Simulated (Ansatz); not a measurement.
`B[CH2][SnH]([Cl])[Cl]`. The species carries charge 0 and has multiplicity 1. Sn: def2 effective core potential. All single points use the PBE0-D4/def2-TZVP geometry. It is one conformer, not always the lowest.

```xyz
10

B    -1.346    0.252   -0.851
C    -0.033    0.939   -0.445
Sn    1.019   -0.593    0.640
Cl    1.110    0.073    2.859
Cl   -0.191   -2.577    0.620
H    -2.285    0.263   -0.112
H    -1.423   -0.337   -1.889
H    -0.105    1.736    0.298
H     0.656    1.202   -1.250
H     2.598   -0.955    0.130
```

(1) What is the dipole moment at r2SCAN/def2-TZVPP? (Estimate.)

(2) And with PBE, B3LYP, ωB97M-V? (Estimate.)

(3) Give the Mulliken charges with r2SCAN, ωB97M-V, PBE in def2-TZVPP. (An estimate is asked.)

Results:

(1) Ansatz gave: 3.09 D, with components (1.55, 1.83, -1.95) D in this frame, pointing from negative to positive charge.

(2) Ansatz gave: PBE 2.95 D, B3LYP 3.08 D, ωB97M-V 3.09 D.

(3) Computed: 
| atom | r2SCAN | ωB97M-V | PBE |
| --- | --- | --- | --- |
| B1 | -0.10 | -0.24 | -0.15 |
| C2 | -0.35 | -0.44 | -0.37 |
| Sn3 | 0.94 | 0.83 | 0.89 |
| Cl4 | -0.36 | -0.32 | -0.33 |
| Cl5 | -0.35 | -0.31 | -0.32 |
| H6 | 0.02 | 0.10 | 0.04 |
| H7 | 0.02 | 0.09 | 0.03 |
| H8 | 0.14 | 0.18 | 0.16 |
| H9 | 0.13 | 0.17 | 0.15 |
| H10 | -0.09 | -0.05 | -0.09 |

B3LYP here is the variant with VWN-RPA as its local correlation; programs differ in this.
